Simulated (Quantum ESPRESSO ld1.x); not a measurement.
Cu14+, configuration [Ne] 3s2 3p3 (the NIST ground configuration). Method: scalar-relativistic Kohn-Sham, LDA (Slater exchange, VWN5 correlation), spin-polarised, spherical densities, point nucleus; open shells are filled with parallel spins first; computed with ld1.x of Quantum ESPRESSO 7.5. Some entries of the table are withheld. Estimate them.

orbital,occ.,eigenvalue (eV),<r^2> (bohr^2),<r> (bohr)
1s up,1,-9308.338,0.003668,0.05222
1s down,1,-9305.448,0.003666,0.05221
2s up,1,(1),(2),0.2339
2s down,1,(3),(4),0.2336
2p up,3,-1385.785,(5),0.2048
2p down,3,-1382.396,(6),0.2046
3s up,1,-506.524,0.4243,0.6109
3s down,1,-496.744,0.4281,0.6135
3p up,3,-462.720,0.4210,0.6046
3p down,0,-452.981,0.4254,0.6074

Answer. 
(1) 2s up eigenvalue (eV): -1527.067
(2) 2s up <r^2> (bohr^2): 0.06444
(3) 2s down eigenvalue (eV): -1524.258
(4) 2s down <r^2> (bohr^2): 0.06425
(5) 2p up <r^2> (bohr^2): 0.05131
(6) 2p down <r^2> (bohr^2): 0.05120
